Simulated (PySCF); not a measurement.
Electronic structure of Al (aluminium, neutral) at the UHF level

Configuration: [Ne] 3s1 3p2, high-spin 4P determinant (an excited configuration). Calculation: PySCF 2.14, in aug-cc-pV(Q+d)Z (7s6p5d3f2g, 89 functions); no relativity, point nucleus.

- Total energy: -241.792606 hartree
- One-electron energy: -336.0483 hartree
- Hartree (Coulomb) energy: 112.4247 hartree
- Exchange energy: -18.1691 hartree
- Kinetic energy: 241.81065 hartree
- ⟨S²⟩: 3.7500
- ⟨L²⟩: 2.024
- Sum of ⟨r⟩: 13.93 bohr
- Sum of ⟨r²⟩: 34.52 bohr²
- Traceless quadrupole moment −½Σ⟨3z² − r²⟩ along its main axis: 5.19 e·bohr²
- Density at the nucleus (Gaussians lack the cusp): 1380 bohr⁻³
- Spin density at the nucleus: 2.50 bohr⁻³
- Langevin diamagnetic susceptibility: -27.3 ×10⁻⁶ cm³/mol

| shell | electrons | mean orbital energy (eV) | spread (eV) | rms radius, mean of both spins (bohr) |
| --- | --- | --- | --- | --- |
| 1s α | 1 | -1593.0 | 0 | 0.140 |
| 1s β | 1 | -1592.6 | 0 | 0.140 |
| 2s α | 1 | -134.87 | 0 | 0.678 |
| 2s β | 1 | -134.06 | 0 | 0.678 |
| 2p α | 3 | -88.932 | 0.185 | 0.674 |
| 2p β | 3 | -88.296 | 0.328 | 0.674 |
| 3s α | 1 | -14.176 | 0 | 2.73 |
| 3p α | 2 | -7.126 | 0 | 3.42 |

Spin-orbit constants ζ (cm⁻¹) from the X2C one-electron operator on these orbitals (non-relativistic here): bare nucleus, nucleus screened by l(l+1)(2l+1)/3 electrons, and screened by the Breit-Pauli mean field of the electrons.

| shell | bare | screened nucleus | mean field |
| --- | --- | --- | --- |
| 2p | 2636 | 2231 | 2047 |
| 3p | 100.4 | 84.96 | 76.22 |

To first order the Landé constant is A = 25.41 cm⁻¹, so the lowest level has J = 1/2 and lies 0.00788 eV below the centre of the term. This holds in LS coupling only.
